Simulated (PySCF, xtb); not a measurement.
BF₂Cl, SMILES FB(F)Cl.

Harmonic wavenumbers (cm⁻¹) from xtb 6.7.1 with GFN2-xTB at its own minimum, in rising order: 300, 371, 462, 620, 1134, 1310.

**Question.** What does PBE-D3(BJ)/def2-TZVP run with PySCF give at its own minimum? (An estimate is asked for; the answer gives what the named calculation found.)

**Answer.** 330, 408, 580, 675, 1207, 1393. Paired by order, the mean absolute difference is 66 cm⁻¹ and the zero-point energies are 6.0 and 6.6 kcal/mol.
